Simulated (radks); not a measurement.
Nb I, 41 electrons, occupied as [Kr] 4d3.5 5p1.5 (fractional occupations, a model configuration).

Calculated with a radial shooting solver on a logarithmic mesh with Libxc functionals: scalar-relativistic Kohn-Sham, LDA (Slater exchange, Perdew-Wang correlation), spin-polarised, spherical densities, point nucleus; open shells are filled with parallel spins first (spin-orbit coupling, left out, can overturn this in heavy ions).

Energy parts (eV):
part                       energy
total                 -103824.182
kinetic                106869.500
electron-nucleus      -250146.799
Hartree                 42569.948
exchange-correlation    -3116.831

Orbitals (lengths in bohr, moments of r in powers of bohr; <r^-3> diverges for s and p1/2; r(max) is where P^2 peaks; r(90%) holds 90 % of the orbital's charge):
orbital,occ.,eigenvalue (eV),<r^2>,r(90%),<r^-3>,r(max)
1s up,1,-18784.31,0.001761,0.0647,-,0.02352
1s down,1,-18784.30,0.001761,0.0647,-,0.02352
2s up,1,-2630.428,0.02951,0.244,-,0.1334
2s down,1,-2630.123,0.02951,0.244,-,0.1334
2p up,3,-2350.827,0.02321,0.225,2343,0.1065
2p down,3,-2350.586,0.02321,0.225,2344,0.1065
3s up,1,-440.4987,0.2261,0.657,-,0.3961
3s down,1,-440.2687,0.2260,0.657,-,0.3961
3p up,3,-349.1351,0.2323,0.676,383.9,0.3895
3p down,3,-348.8843,0.2321,0.676,383.8,0.3896
3d up,5,-199.2986,0.2267,0.696,50.51,0.3338
3d down,5,-198.9630,0.2264,0.695,50.53,0.3339
4s up,1,-61.8058,1.524,1.69,-,1.031
4s down,1,-60.0587,1.508,1.68,-,1.027
4p up,3,-37.9805,1.945,1.94,52.84,1.123
4p down,3,-36.0427,1.920,1.92,53.88,1.117
4d up,3.5,-6.1849,5.133,3.33,3.112,1.488
4d down,0,-3.9360,5.435,3.44,3.140,1.471
5p up,1.5,-2.5982,24.27,6.93,3.520,3.789
5p down,0,-1.2283,36.23,8.67,2.186,4.258

The highest occupied level is 5p up at -2.598 eV. The configuration is held as typed, so some empty levels lie below it. Summed over all electrons, <r^2> = 73.31 bohr^2, which gives a Langevin (diamagnetic) susceptibility term of -58.1 x 10^-6 cm^3/mol. Spin moment in Bohr magnetons: 5.
